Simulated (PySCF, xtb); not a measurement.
C2HF5, SMILES FC(F)C(F)(F)F.

The structure is a stationary point at ωB97X-D3(BJ)/def2-SVP.

The numbers are results of PySCF 2.14.0 with C-PCM-ωB97X/def2-SVP, not measurements.

The values are the electrostatic part of the solvation free energy, E(continuum) − E(gas) at the gas-phase geometry, in a cavity of scaled van der Waals radii (PySCF's table); cavitation and dispersion terms are not included. In vacuum the orbital gap is 17.13 eV. The dipole moment in vacuum is 1.51 D.

Computed values in water (ε = 78.36), ethylethanoate (ε = 5.99), 1-octanol (ε = 9.86):
```json
[
 {"solvent": "water", "ε": "78.36", "ΔG(elec) (kcal/mol)": "-2.9", "dipole (D)": "1.85", "gap (eV)": "17.53"},
 {"solvent": "ethylethanoate", "ε": "5.99", "ΔG(elec) (kcal/mol)": "-2.4", "dipole (D)": "1.79", "gap (eV)": "17.47"},
 {"solvent": "1-octanol", "ε": "9.86", "ΔG(elec) (kcal/mol)": "-2.6", "dipole (D)": "1.82", "gap (eV)": "17.49"}
]
```

For comparison, GFN2-xTB/ALPB(water) (xtb, at the GFN2-xTB geometry, all terms of that model) gives -0.4 kcal/mol.
